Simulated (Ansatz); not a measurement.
CH3Te (SMILES C[Te]) moved off its minimum; all values from Ansatz (a first-principles code), cores frozen in correlated methods. Open shells are unrestricted. Elements past Kr take the def2 small-core potentials, without spin–orbit coupling.
(charge 0, multiplicity 2)
```xyz
5

C     -1.84876     0.09250     0.00605
Te     0.35152     0.00479    -0.00377
H     -2.12813    -0.81177    -0.62255
H     -2.27338    -0.16991     1.03868
H     -2.23096     0.89252    -0.39015
```

Forces at PBE/def2-TZVPP (eV/Å):

| atom | Fx | Fy | Fz |
|---|---|---|---|
| C1 | 1.714 | -6.439 | 2.883 |
| Te2 | -0.668 | 0.164 | 0.055 |
| H3 | 0.276 | 0.828 | 0.427 |
| H4 | 0.686 | 0.588 | -1.170 |
| H5 | -2.009 | 4.860 | -2.195 |

Give the forces (eV/Å), the total energy and the dipole at MP2/def2-TZVPPD.


```json
[
 {"atom": "C1", "Fx": "1.668", "Fy": "-6.675", "Fz": "2.890"},
 {"atom": "Te2", "Fx": "-0.923", "Fy": "0.187", "Fz": "0.067"},
 {"atom": "H3", "Fx": "0.348", "Fy": "1.105", "Fz": "0.592"},
 {"atom": "H4", "Fx": "0.824", "Fy": "0.707", "Fz": "-1.469"},
 {"atom": "H5", "Fx": "-1.917", "Fy": "4.676", "Fz": "-2.080"}
]
```
Energy -306.9007 hartree, dipole 1.04 D.
